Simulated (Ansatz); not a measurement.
Cost against result

The pair of H2O (SMILES O, atoms 1–3) and BF3 (SMILES FB(F)F, atoms 4–7), both closed shells, in one local arrangement (a lower one may exist), relaxed at PBE0-D4/def2-TZVP:

```csv
atom,x (Å),y (Å),z (Å)
O1,-0.0608,-0.3054,-0.9992
H2,-0.7376,0.2694,-1.3764
H3,0.7888,-0.0454,-1.3754
F4,-0.2295,-1.2397,1.2538
B5,-0.0055,-0.0209,0.7515
F6,1.2513,0.4625,0.8723
F7,-1.0067,0.8792,0.8736
```

Interaction energies are counterpoise-corrected; the time is that of the whole pair.

Program: Ansatz 0.2.0. Basis: as named in each row. Cores are frozen in the correlated methods. B3LYP uses VWN-RPA correlation. Extrapolation: Hartree–Fock as exp(−7.88 √X), correlation as X^−2.97.

Times are rough, for one single point on 4 threads of a shared host (Intel Xeon 6975P-C).

The estimate by CCSD(T) at an estimated basis limit (MP2 extrapolated from triple and quadruple zeta, plus CCSD(T) − MP2 in triple zeta) is -93.5 kJ/mol.

```json
{"method": "HF", "basis": "STO-3G", "time (s)": "under 1", "interaction energy (kJ/mol)": "-45.4", "method less estimate": "48.0"}
{"method": "PBE-D4", "basis": "STO-3G", "time (s)": "under 1", "interaction energy (kJ/mol)": "-4.0", "method less estimate": "89.5"}
{"method": "SPW92", "basis": "def2-SVP", "time (s)": "under 1", "interaction energy (kJ/mol)": "-122.0", "method less estimate": "-28.6"}
{"method": "B3LYP-D4", "basis": "6-31G", "time (s)": "under 1", "interaction energy (kJ/mol)": "-98.5", "method less estimate": "-5.0"}
{"method": "PBE-D4", "basis": "def2-SVP", "time (s)": "under 1", "interaction energy (kJ/mol)": "-81.9", "method less estimate": "11.5"}
{"method": "PBE0-D4", "basis": "def2-SVP", "time (s)": "under 1", "interaction energy (kJ/mol)": "-98.3", "method less estimate": "-4.8"}
{"method": "revPBE-D4", "basis": "def2-TZVPPD", "time (s)": "under 1", "interaction energy (kJ/mol)": "-70.5", "method less estimate": "23.0"}
{"method": "PBE-D4", "basis": "def2-TZVPPD", "time (s)": "under 1", "interaction energy (kJ/mol)": "-80.1", "method less estimate": "13.4"}
{"method": "wB97M-V", "basis": "def2-SVP", "time (s)": "under 1", "interaction energy (kJ/mol)": "-96.1", "method less estimate": "-2.6"}
{"method": "BLYP-D4", "basis": "def2-TZVPPD", "time (s)": "under 1", "interaction energy (kJ/mol)": "-67.2", "method less estimate": "26.2"}
{"method": "CCSD(T)", "basis": "def2-SVP", "time (s)": "1", "interaction energy (kJ/mol)": "-73.6", "method less estimate": "19.8"}
{"method": "PBE0-D4", "basis": "def2-TZVPPD", "time (s)": "1", "interaction energy (kJ/mol)": "-94.7", "method less estimate": "-1.2"}
{"method": "B3LYP-D4", "basis": "def2-TZVPPD", "time (s)": "1", "interaction energy (kJ/mol)": "-83.0", "method less estimate": "10.5"}
{"method": "HSE06-D4", "basis": "def2-TZVPPD", "time (s)": "1", "interaction energy (kJ/mol)": "-94.3", "method less estimate": "-0.9"}
{"method": "r2SCAN-D4", "basis": "def2-TZVPPD", "time (s)": "1", "interaction energy (kJ/mol)": "-96.4", "method less estimate": "-3.0"}
{"method": "B2PLYP", "basis": "def2-TZVPPD", "time (s)": "2", "interaction energy (kJ/mol)": "-81.6", "method less estimate": "11.9"}
{"method": "B97M-V", "basis": "def2-TZVPPD", "time (s)": "2", "interaction energy (kJ/mol)": "-92.2", "method less estimate": "1.3"}
{"method": "wB97X-V", "basis": "def2-TZVPPD", "time (s)": "2", "interaction energy (kJ/mol)": "-91.9", "method less estimate": "1.6"}
{"method": "wB97M-V", "basis": "def2-TZVPPD", "time (s)": "3", "interaction energy (kJ/mol)": "-92.7", "method less estimate": "0.8"}
{"method": "MP2", "basis": "def2-QZVPPD", "time (s)": "6", "interaction energy (kJ/mol)": "-88.5", "method less estimate": "5.0"}
{"method": "CCSD(T)", "basis": "def2-TZVPPD", "time (s)": "33", "interaction energy (kJ/mol)": "-86.0", "method less estimate": "7.5"}
```

The T1 diagnostic stays at or below 0.015.
